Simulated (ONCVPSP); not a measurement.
## Al (Z = 13): one change to an ONCV potential, before and after

aluminium (Al), optimised norm-conserving Vanderbilt (ONCV), made with ONCVPSP 4.0.1 (PBE, scalar-relativistic). Core [Ne], reference 3s2 3p1. Waves: 3s: rc 1.65 bohr, ncon 3, nbas 6, qcut 5 1/bohr, 3 projectors, debl 0.3 Ha; 3p: rc 1.75 bohr, ncon 4, nbas 9, qcut 5.6 1/bohr, 2 projectors, debl 3.4 Ha; d scattering state at 0.28 Ha: rc 1.45 bohr, ncon 5, nbas 8, qcut 7.2 1/bohr, 1 projector. Local part: polynomial inside 1.05 bohr (lpopt 5, dvloc0 1 Ha). Core correction: Teter function, fcfact 6, rcfact 1.3.

Change: s: debl 2.95.

Cutoffs: the cutoffs (Ha) at which the residual kinetic energy of the hardest occupied pseudo-wave falls to 1 and 0.1 mHa per electron; they do not see the model core or the augmentation charge, which bear on the density cutoff. Errors are all-electron minus pseudo energies relative to the spin-unpolarised reference configuration.

Problem. How do hardness, ghosts and transferability respond?

Solution. The potential gets neither clearly harder nor softer (5.8 Ha and 14 Ha → 5.8 Ha and 14 Ha); both files keep a bound ghost (s); the errors of the 4 common tests hardly move; the range in which the s phases agree widens (upper end 3.8 → at the end of the scan).

| quantity | base | changed |
| --- | --- | --- |
| cutoff, loose | 5.8 Ha | 5.8 Ha |
| cutoff, tight | 14 Ha | 14 Ha |
| bound ghosts | s | s |
| GHOST(+) flags under 300 eV | s at 131.7 eV | none |
| error for 3s2 3p0, meV [ΔE 5.76 eV] | +1.6 | +1.5 |
| error for 3s1 3p0, meV [ΔE 24.99 eV] | +20 | +22 |
| error for 3s2 3p0.5, meV [ΔE 2.09 eV] | +0.3 | +0.2 |
| error for 3s1 3p2, meV [ΔE 5.14 eV] | +0.4 | +0.6 |
| s: phases at 1.68 bohr within 0.05 rad from the reference energy up to (Ha; the scan ends near 5) | 3.8 | to the end of the scan |
| p: phases at 1.77 bohr within 0.05 rad from the reference energy up to (Ha; the scan ends near 5) | 4.5 | 4.5 |
| d: phases at 1.47 bohr within 0.05 rad from the reference energy up to (Ha; the scan ends near 5) | to the end of the scan | to the end of the scan |
| rms error of d²Exc/dni dnj with the model core, mHa | 0.33 | 0.33 |

Base: The cutoffs count occupied waves only; projector 2 of the p channel, the hardest unoccupied one, needs 106 Ha at the loose tolerance. Changed file: The cutoffs count occupied waves only; projector 2 of the p channel, the hardest unoccupied one, needs 106 Ha at the loose tolerance. A true bound ghost makes a file unfit for plane-wave use even where its test errors are small: the radial tests pick states by their node count and pass the ghost by.
